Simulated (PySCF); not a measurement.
Computed IR spectrum (relative IR intensity) of a molecule C4H7BO. Geometry optimised at PBE-D3(BJ)/def2-SVP. The values are those of a single conformer. All values below come from PBE-D3(BJ)/def2-SVP run with PySCF. No scaling factor is applied to the harmonic values.

ν (cm⁻¹): 440 (vw), 804 (m), 882 (m), 909 (m), 917 (m), 1027 (w), 1074 (s), 1199 (s), 1250 (s), 1321 (s), 1329 (vs), 1361 (vs), 1378 (w), 1395 (vs), 1724 (s), 3010 (vw), 3044 (vw), 3082 (w) (against the strongest line: vs over 80 %, s over 45 %, m over 15 %, w over 4 %, vw less)

Q: Which molecule gave these data?
(A) C=C1CB(C)O1
(B) O=CB1CCC1
(C) COB1C=CC1
(D) C#CB(C)CO

A: A, C=C1CB(C)O1
